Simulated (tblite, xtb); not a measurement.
CBr₃ (SMILES Br[C](Br)Br), doublet, geometry from GFN2-xTB. Base run: GFN1-xTB (xtb 6.7.1).

Here is a job for xtb.
```
$ xtb mol.xyz --gfn 1 --uhf 1 --json

# file mol.xyz
4

Br    -0.90210057     1.60547864     0.00874749
C     -0.00024609    -0.00644433     0.35123384
Br    -0.93921857    -1.58329200    -0.04978510
Br     1.84136133    -0.02108190    -0.01917391
```

Programs used: tblite, xtb; a row that names a program was run with it.

The base run was repeated with changes; each row names its change, and settings that it needs were set with it.

| change | ΔE vs base (kcal/mol) | dipole (D) | G_solv (kcal/mol) | SCF cycles |
|---|---|---|---|---|
| base | 0.000 | 0.14 | - | 8 |
| program = tblite; method = gfn1; option = (--etemp, 2000) | -0.019 | - | - | - |
| alpb = dmf | -6.88 | 0.14 | -6.88 | 8 |
| acc = 0.1 | 0.000 | 0.14 | - | 9 |
| alpb = ether | -6.66 | 0.11 | -6.70 | 8 |
| acc = 30 | 0.000 | 0.14 | - | 7 |
| program = tblite; method = gfn1; option = (--alpb, water) | -1.93 | - | - | - |
| acc = 1000 | 0.000 | 0.14 | - | 6 |
| etemp = 5000 | -3.85 | 0.15 | - | 8 |
| program = tblite; method = gfn1; option = (--guess, eeq) | 0.007 | - | - | - |

ALPB and GBSA are two models with their own fitted parameters for each solvent, which aren't always the measured dielectric constant.
